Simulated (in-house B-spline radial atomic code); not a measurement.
Configurations of the barium ion Ba²⁺, with energies counted from [Kr] 4d10 5s2 5p6. Method: scalar-relativistic (X2C) HSE06, spin-polarised, spherical fractional occupations, Fermi nucleus of rms radius 4.8378 fm. Calculated with a radial B-spline atomic code at the basis-set limit. Caution: exact exchange at fractional occupations of open shells leaves self-interaction of up to several eV. Shells without spins written out take the highest spin.

Occupations are held fixed; configurations that lie above the ionisation limit could autoionise.

```csv
configuration,E - E(ref) (eV),highest orbital,its <r> (bohr)
[Kr] 4d10 4f1 5s2 5p5,23.016,4f up,1.85
[Kr] 4d10 5s2 5p5 6f1,31.915,6f up,10.35
"[Kr] 4d10 5s(1 up, 0 down) 5p6 6p(0 up, 1 down)",39.531,6p down,4.534
"[Kr] 4d10 5s(0 up, 1 down) 5p6 5f(0 up, 1 down)",45.166,5f down,6.115
[Ar] 3d9 4s2 4p6 4d10 4f1 5s2 5p6,794.17,4f up,1.29
[Ar] 3d9 4s2 4p6 4d10 5s2 5p6 6s1,795.94,6s up,3.71
[Ar] 3d9 4s2 4p6 4d10 5s2 5p6 5f1,805.53,5f up,5.896
```

(1) Order these further configurations by energy, lowest first.
A. [Kr] 4d10 5s1 5p6 6d1
B. [Kr] 4d10 5s2 5p5 6p1
C. [Ar] 3d10 4s2 4p(3 up, 2 down) 4d10 5s2 5p6 5f(1 up, 0 down)
D. [Ar] 3d(5 up, 4 down) 4s2 4p6 4d10 5s2 5p6 6s(0 up, 1 down)
E. [Ar] 3d10 4s2 4p5 4d10 4f1 5s2 5p6

(2) How far above the reference does [Ar] 3d10 4s2 4p5 4d10 5s2 5p6 6f1 lie?

(3) How far above the reference does [Kr] 4d10 5s1 5p6 6s1 lie?

Answers

(1) B (23.727 eV), A (43.789 eV), E (191.39 eV), C (202.26 eV), D (795.96 eV).

(2) 204.8 eV; its least bound orbital is 6f up with <r> = 10.05 bohr.

(3) 35.635 eV; its least bound orbital is 6s up with <r> = 3.76 bohr.
